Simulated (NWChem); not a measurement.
Si$_{2}$NH$_{6}$, doublet; SMILES [SiH2]N[SiH3]

```xyz
9

Si    -0.1527    -1.6286    -0.0758
N      0.6087    -0.0541     0.0250
Si    -0.1358     1.5291    -0.0148
H     -1.4741    -1.5253     0.6142
H      0.7199    -2.6151     0.6389
H      1.6152    -0.0640    -0.1228
H     -1.5341     1.3749     0.4570
H     -0.1582     2.1438    -1.3730
H      0.6097     2.4567     0.8793
```
Atoms are numbered in this order, from 1.

Program: NWChem. Spin-unrestricted. Geometry: optimised at B3LYP/6-31G* (spherical d), spin-unrestricted. No stability test was run on the SCF state. Level B3LYP/def2-SVP: energy and gradient on several grids; changes count from the extra-fine grid, which is no exact limit either.

Problem. Which is the coarsest grid (xcoarse; medium; xfine; fine; coarse) from which on the energy stays within 50 μHa and each gradient component within 100 μHa/bohr of xfine?

Solution. medium.
```tsv
grid	size of the energy change (μHa)	largest change of a gradient component (μHa/bohr)	time, medium = 1 (rough)
xcoarse	900	2000	0.5
coarse	100	100	about 1
medium	10	60	about 1
fine	< 10	< 30	about 1
xfine	< 10	< 30	3
```
